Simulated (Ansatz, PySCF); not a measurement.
CH₃BiF₂O, SMILES C[O][Bi]([F])[F]. Atoms are numbered in the order given.

```xyz
8

Bi    -0.3279     0.2479     0.2279
F     -1.1849    -0.8800    -1.2405
F      0.6716     1.4370    -1.0950
O      1.2524    -1.0400     0.5900
C      2.0010    -1.5691    -0.4925
H      2.7888    -2.2177    -0.0747
H      1.3718    -2.1724    -1.1711
H      2.4809    -0.7723    -1.0886
```

Geometry: B3LYP-D3(BJ)/def2-SVP. The def2 effective core potentials stand for the cores of Bi; spin–orbit coupling is left out. Other conformers were not sampled.

Two levels are set side by side: PBE-D3(BJ)/def2-SVP (Ansatz, a program for electronic structure) and B3LYP-D3(BJ)/def2-SVP (Ansatz). Each level has its own optimised geometry; the coordinates shown are those of the second. Frequencies come from the Hessian of PySCF at each geometry. Differences are taken from unrounded values.

| quantity | B3LYP-D3(BJ) | PBE-D3(BJ) | PBE-D3(BJ) minus B3LYP-D3(BJ) |
|---|---|---|---|
| mean bond length (Å) | 1.555 | 1.566 | 0.012 |
| bond Bi1–F2 (Å) | 2.040 | 2.055 | 0.015 |
| bond Bi1–F3 (Å) | 2.040 | 2.055 | 0.015 |
| bond Bi1–O4 (Å) | 2.071 | 2.093 | 0.022 |
| bond O4–C5 (Å) | 1.419 | 1.423 | 0.004 |
| bond C5–H6 (Å) | 1.103 | 1.111 | 0.008 |
| bond C5–H7 (Å) | 1.105 | 1.113 | 0.009 |
| bond C5–H8 (Å) | 1.105 | 1.113 | 0.009 |
| highest harmonic wavenumber (cm⁻¹) | 3094 | 3029 | -64 |
| mean harmonic wavenumber (cm⁻¹) | 1086 | 1051 | -34 |
| zero-point energy (kcal/mol) | 27.93 | 27.06 | -0.88 |

GGA bonds tend to be longer and softer than those of functionals with exact exchange. Differences between two approximate levels are no errors against the true value.
